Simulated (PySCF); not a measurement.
## Mo³⁺: ionisation energy

Mo³⁺ [Kr] 4d3 [4d3/2^3, M_J = 3/2] → Mo⁴⁺ [Kr] 4d2 [4d3/2^2, M_J = 2], as a difference of total energies. Computed with PySCF 2.14 in x2c-TZVPall-2c (8s9p7d1f, 77 functions), with the two-component X2C-1e Hamiltonian. Correlated levels: [Ar] 3d10 frozen; the 6 highest virtual spinors dropped. "Screened" scales the spin-orbit matrix elements by Boettger's factors to mimic the two-electron term; Breit and QED terms are absent.

```tsv
method	ionisation energy (eV)
GHF (spin-free)	39.245
GMP2 (spin-free)	39.761
GHF (screened spin-orbit)	39.201
GMP2 (screened spin-orbit)	39.720
```

How much does correlation contribute at GMP2 (screened spin-orbit)?

39.720 − (39.201) = 0.519 eV, measured against GHF (screened spin-orbit).

The spin-free rows relax to the high-spin LS determinant and lack the spin-orbit shift.

Errors of the correlated levels include the incompleteness of this basis and the frozen core.

The labels give the starting determinants; with spin-orbit coupling the two ends relaxed to ⟨J²⟩ = 6.41, ⟨L²⟩ = 11.98, ⟨S²⟩ = 3.74 and ⟨J²⟩ = 7.13, ⟨L²⟩ = 11.87, ⟨S²⟩ = 1.96.

The determinant of Mo³⁺ and of Mo⁴⁺ mixes levels of different J (the jj label is only the starting occupation), so the difference between spin-free and spin-orbit rows is not the physical spin-orbit shift.

For comparison: 40.33 ± 0.06 eV (semi-empirical (NIST evaluation); NIST Atomic Spectra Database, ionization energies).
